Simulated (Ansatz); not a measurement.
Born–Oppenheimer molecular dynamics of C3H10BN (15 atoms, charge 0, multiplicity 1). It starts from a rough guess of a transition structure, not a stationary point.

Method: UKS PBE-D4/6-31G (Ansatz 0.2.0).

```
ensemble                      : NVE (velocity Verlet)
time step                     : 0.5 fs
steps asked                   : 150
starting velocities drawn for : 100 K
seed                          : 183933
```

Frames 0.5 fs apart, positions in Å, forces in eV/Å.

Velocities at 20.0 fs (Å/ps):

```
B -10.51 2.42 3.92
N -8.98 -5.13 -4.84
C 6.64 -1.89 0.24
C 3.41 3.56 -4.41
C 8.29 -0.13 5.87
H 35.32 -9.42 -7.47
H -17.65 -24.17 3.67
H 10.81 0.70 -4.68
H -0.11 -11.21 3.49
H -2.73 13.26 -3.51
H 0.69 14.64 11.62
H -2.48 -2.24 8.02
H -4.97 -1.75 3.24
H 47.16 -20.63 -6.42
H -47.10 67.87 -2.97
```

```xyz
15
Properties=species:S:1:pos:R:3:forces:R:3 time_fs=20.0 energy_less_start_eV=-0.789 T=569
B 0.679 0.737 0.861 0.94 0.88 -0.99
N -0.101 -0.056 -0.226 -3.53 -1.69 -1.60
C 0.241 -1.511 -0.554 1.71 0.47 -0.02
C -0.512 0.690 -1.506 1.41 -0.75 -0.88
C 0.071 0.558 2.122 -0.91 -0.97 1.84
H -1.090 -0.327 0.067 0.96 1.27 1.28
H 1.566 1.428 0.326 -0.43 -0.38 0.52
H -0.568 -1.927 -1.150 -0.19 -0.36 -0.35
H 1.196 -1.493 -1.103 -0.05 -0.34 -0.07
H 0.374 -2.058 0.396 -0.08 0.20 -0.13
H -1.428 0.219 -1.907 -0.05 0.31 0.07
H 0.283 0.549 -2.279 -0.22 0.16 0.40
H -0.605 1.755 -1.311 -0.25 0.22 0.29
H 0.316 0.994 3.106 0.14 -0.03 -0.31
H -0.720 -0.269 2.234 0.54 0.98 -0.05
15
Properties=species:S:1:pos:R:3:forces:R:3 time_fs=20.5 energy_less_start_eV=-0.862 T=612
B 0.674 0.738 0.863 0.88 0.71 -1.09
N -0.106 -0.058 -0.229 -2.80 -1.43 -1.67
C 0.245 -1.512 -0.554 1.55 0.56 -0.15
C -0.510 0.692 -1.508 1.30 -0.76 -0.65
C 0.075 0.558 2.125 -0.96 -0.90 1.71
H -1.071 -0.330 0.065 0.28 1.14 1.44
H 1.557 1.416 0.329 -0.27 -0.26 0.45
H -0.563 -1.927 -1.153 -0.19 -0.38 -0.34
H 1.196 -1.499 -1.101 0.07 -0.30 -0.11
H 0.372 -2.051 0.394 -0.05 0.09 0.03
H -1.427 0.226 -1.901 -0.14 0.25 -0.03
H 0.282 0.548 -2.275 -0.10 0.16 0.26
H -0.608 1.755 -1.309 -0.21 0.26 0.29
H 0.340 0.983 3.102 0.14 0.04 -0.15
H -0.743 -0.234 2.232 0.51 0.81 0.01
15
Properties=species:S:1:pos:R:3:forces:R:3 time_fs=21.0 energy_less_start_eV=-0.918 T=645
B 0.669 0.740 0.865 0.79 0.52 -1.15
N -0.111 -0.061 -0.232 -1.92 -1.11 -1.77
C 0.248 -1.513 -0.553 1.33 0.64 -0.31
C -0.508 0.694 -1.510 1.13 -0.73 -0.37
C 0.079 0.558 2.128 -0.97 -0.82 1.54
H -1.051 -0.331 0.066 -0.52 0.95 1.62
H 1.547 1.403 0.332 -0.07 -0.12 0.36
H -0.558 -1.928 -1.156 -0.17 -0.38 -0.31
H 1.196 -1.506 -1.100 0.18 -0.26 -0.15
H 0.371 -2.044 0.392 -0.02 -0.03 0.20
H -1.428 0.235 -1.895 -0.23 0.18 -0.12
H 0.280 0.547 -2.269 0.04 0.14 0.10
H -0.612 1.755 -1.306 -0.16 0.27 0.28
H 0.364 0.973 3.098 0.14 0.12 0.01
H -0.764 -0.197 2.231 0.46 0.64 0.06
15
Properties=species:S:1:pos:R:3:forces:R:3 time_fs=21.5 energy_less_start_eV=-0.952 T=665
B 0.664 0.741 0.866 0.66 0.31 -1.16
N -0.117 -0.064 -0.235 -0.97 -0.77 -1.89
C 0.253 -1.513 -0.553 1.07 0.70 -0.47
C -0.506 0.695 -1.513 0.92 -0.67 -0.07
C 0.083 0.557 2.132 -0.96 -0.72 1.34
H -1.033 -0.329 0.071 -1.36 0.72 1.80
H 1.537 1.389 0.337 0.15 0.03 0.25
H -0.554 -1.930 -1.161 -0.11 -0.37 -0.24
H 1.197 -1.513 -1.099 0.29 -0.21 -0.18
H 0.369 -2.037 0.390 0.01 -0.14 0.36
H -1.428 0.243 -1.889 -0.31 0.11 -0.21
H 0.278 0.547 -2.264 0.19 0.13 -0.08
H -0.615 1.756 -1.303 -0.11 0.25 0.26
H 0.388 0.963 3.094 0.14 0.18 0.16
H -0.785 -0.158 2.229 0.38 0.45 0.13
15
Properties=species:S:1:pos:R:3:forces:R:3 time_fs=22.0 energy_less_start_eV=-0.968 T=675
B 0.659 0.743 0.867 0.52 0.08 -1.13
N -0.122 -0.068 -0.238 -0.08 -0.43 -2.00
C 0.257 -1.514 -0.554 0.78 0.74 -0.62
C -0.503 0.696 -1.515 0.66 -0.60 0.24
C 0.086 0.556 2.136 -0.91 -0.60 1.14
H -1.018 -0.325 0.081 -2.12 0.50 1.96
H 1.527 1.376 0.342 0.39 0.18 0.13
H -0.550 -1.933 -1.166 -0.04 -0.34 -0.16
H 1.198 -1.521 -1.098 0.39 -0.15 -0.20
H 0.367 -2.031 0.390 0.03 -0.24 0.49
H -1.430 0.252 -1.884 -0.36 0.06 -0.29
H 0.277 0.547 -2.259 0.35 0.11 -0.25
H -0.619 1.757 -1.299 -0.05 0.19 0.23
H 0.413 0.954 3.091 0.14 0.22 0.28
H -0.804 -0.119 2.228 0.29 0.27 0.20
15
Properties=species:S:1:pos:R:3:forces:R:3 time_fs=22.5 energy_less_start_eV=-0.981 T=683
B 0.655 0.744 0.868 0.36 -0.14 -1.07
N -0.128 -0.071 -0.242 0.58 -0.16 -2.05
C 0.261 -1.514 -0.554 0.48 0.74 -0.74
C -0.501 0.698 -1.518 0.37 -0.51 0.53
C 0.090 0.556 2.140 -0.84 -0.48 0.95
H -1.008 -0.321 0.095 -2.62 0.32 2.03
H 1.518 1.363 0.347 0.64 0.34 0.00
H -0.546 -1.936 -1.171 0.05 -0.30 -0.07
H 1.200 -1.529 -1.098 0.46 -0.09 -0.21
H 0.366 -2.025 0.391 0.05 -0.31 0.57
H -1.432 0.261 -1.880 -0.38 0.02 -0.37
H 0.277 0.547 -2.254 0.50 0.08 -0.41
H -0.623 1.758 -1.294 0.02 0.12 0.20
H 0.438 0.945 3.088 0.12 0.25 0.37
H -0.823 -0.078 2.228 0.20 0.11 0.26
15
Properties=species:S:1:pos:R:3:forces:R:3 time_fs=23.0 energy_less_start_eV=-1.005 T=698
B 0.651 0.746 0.869 0.21 -0.36 -0.98
N -0.134 -0.074 -0.246 0.88 0.01 -1.95
C 0.266 -1.514 -0.554 0.20 0.71 -0.82
C -0.498 0.699 -1.520 0.06 -0.42 0.78
C 0.093 0.555 2.145 -0.75 -0.35 0.79
H -1.004 -0.315 0.114 -2.73 0.24 1.94
H 1.511 1.351 0.352 0.88 0.48 -0.12
H -0.542 -1.940 -1.176 0.15 -0.25 0.03
H 1.203 -1.538 -1.098 0.50 -0.03 -0.20
H 0.364 -2.019 0.393 0.07 -0.34 0.60
H -1.435 0.271 -1.876 -0.36 -0.01 -0.43
H 0.278 0.548 -2.251 0.61 0.07 -0.54
H -0.627 1.760 -1.289 0.09 0.03 0.16
H 0.463 0.936 3.086 0.09 0.26 0.41
H -0.842 -0.038 2.228 0.11 -0.03 0.33
15
Properties=species:S:1:pos:R:3:forces:R:3 time_fs=23.5 energy_less_start_eV=-1.046 T=722
B 0.646 0.748 0.869 0.09 -0.55 -0.89
N -0.140 -0.078 -0.251 0.78 0.07 -1.67
C 0.270 -1.515 -0.555 -0.06 0.65 -0.84
C -0.495 0.700 -1.522 -0.24 -0.35 0.97
C 0.096 0.554 2.149 -0.66 -0.22 0.67
H -1.007 -0.309 0.137 -2.42 0.25 1.67
H 1.506 1.340 0.357 1.08 0.59 -0.23
H -0.537 -1.945 -1.182 0.24 -0.21 0.12
H 1.208 -1.546 -1.099 0.50 0.04 -0.17
H 0.363 -2.014 0.396 0.08 -0.35 0.56
H -1.439 0.280 -1.874 -0.30 -0.02 -0.47
H 0.280 0.549 -2.248 0.68 0.06 -0.62
H -0.631 1.762 -1.284 0.16 -0.07 0.12
H 0.489 0.928 3.085 0.04 0.24 0.40
H -0.860 0.003 2.228 0.06 -0.13 0.39
15
Properties=species:S:1:pos:R:3:forces:R:3 time_fs=24.0 energy_less_start_eV=-1.094 T=750
B 0.642 0.749 0.869 0.01 -0.70 -0.81
N -0.145 -0.081 -0.256 0.36 0.06 -1.22
C 0.275 -1.514 -0.555 -0.27 0.56 -0.81
C -0.493 0.700 -1.524 -0.52 -0.29 1.08
C 0.099 0.553 2.154 -0.58 -0.10 0.58
H -1.016 -0.302 0.165 -1.78 0.32 1.22
H 1.503 1.330 0.362 1.22 0.66 -0.31
H -0.532 -1.951 -1.187 0.31 -0.17 0.21
H 1.213 -1.554 -1.100 0.47 0.11 -0.12
H 0.362 -2.011 0.401 0.08 -0.32 0.46
H -1.444 0.289 -1.873 -0.21 -0.02 -0.51
H 0.284 0.549 -2.248 0.68 0.06 -0.64
H -0.634 1.764 -1.278 0.22 -0.16 0.07
H 0.515 0.921 3.085 -0.03 0.21 0.35
H -0.878 0.043 2.230 0.04 -0.21 0.45
15
Properties=species:S:1:pos:R:3:forces:R:3 time_fs=24.5 energy_less_start_eV=-1.134 T=774
B 0.637 0.750 0.869 -0.01 -0.81 -0.75
N -0.150 -0.085 -0.261 -0.22 0.03 -0.65
C 0.280 -1.514 -0.556 -0.44 0.43 -0.73
C -0.490 0.701 -1.526 -0.74 -0.26 1.10
C 0.101 0.552 2.159 -0.53 0.00 0.53
H -1.029 -0.295 0.196 -0.97 0.40 0.66
H 1.503 1.322 0.366 1.30 0.68 -0.35
H -0.526 -1.956 -1.191 0.37 -0.14 0.28
H 1.220 -1.562 -1.102 0.40 0.18 -0.05
H 0.361 -2.008 0.407 0.09 -0.27 0.32
H -1.449 0.298 -1.873 -0.10 -0.01 -0.53
H 0.289 0.550 -2.248 0.62 0.07 -0.60
H -0.637 1.766 -1.273 0.29 -0.23 0.03
H 0.540 0.915 3.085 -0.13 0.17 0.25
H -0.896 0.083 2.233 0.07 -0.25 0.50
15
Properties=species:S:1:pos:R:3:forces:R:3 time_fs=25.0 energy_less_start_eV=-1.150 T=783
B 0.633 0.751 0.869 0.04 -0.86 -0.72
N -0.156 -0.088 -0.266 -0.78 0.03 -0.04
C 0.284 -1.514 -0.557 -0.55 0.30 -0.61
C -0.488 0.702 -1.528 -0.91 -0.25 1.05
C 0.104 0.551 2.164 -0.50 0.10 0.50
H -1.044 -0.286 0.228 -0.17 0.45 0.05
H 1.507 1.316 0.368 1.29 0.64 -0.35
H -0.520 -1.963 -1.195 0.41 -0.11 0.33
H 1.228 -1.570 -1.103 0.31 0.26 0.03
H 0.361 -2.006 0.413 0.09 -0.20 0.14
H -1.454 0.307 -1.874 0.03 0.00 -0.54
H 0.296 0.552 -2.251 0.50 0.09 -0.51
H -0.639 1.767 -1.267 0.34 -0.29 -0.01
H 0.566 0.908 3.087 -0.24 0.11 0.14
H -0.914 0.122 2.237 0.14 -0.27 0.54
15
Properties=species:S:1:pos:R:3:forces:R:3 time_fs=25.5 energy_less_start_eV=-1.137 T=775
B 0.629 0.752 0.869 0.16 -0.87 -0.72
N -0.161 -0.091 -0.271 -1.24 0.07 0.54
C 0.288 -1.514 -0.558 -0.63 0.15 -0.47
C -0.485 0.703 -1.529 -1.03 -0.27 0.94
C 0.106 0.550 2.169 -0.50 0.18 0.48
H -1.060 -0.277 0.260 0.52 0.45 -0.52
H 1.513 1.311 0.371 1.19 0.56 -0.31
H -0.512 -1.969 -1.198 0.43 -0.09 0.36
H 1.236 -1.577 -1.105 0.20 0.33 0.12
H 0.360 -2.004 0.420 0.10 -0.12 -0.05
H -1.460 0.316 -1.876 0.17 0.01 -0.54
H 0.304 0.553 -2.254 0.33 0.12 -0.36
H -0.641 1.767 -1.261 0.39 -0.32 -0.04
H 0.590 0.902 3.089 -0.35 0.06 0.02
H -0.931 0.160 2.242 0.26 -0.27 0.57
```

Of the whole run (75 fs, mean temperature of the second half 514 K): The conserved energy stayed within 0.2 meV per atom of its start (net change -0.2 meV per atom), so the integration is sound. The system heated up, since it started high on the potential surface and ran downhill. A run of 0.075 ps of so small a system gives no equilibrium averages. The orbitals stay closed-shell, which can raise the energy where a bond breaks towards radicals; this wasn't checked here. Limits of this set-up: no polarisation functions.

Time of the run: 12 min on 1 CPU thread of a shared host.
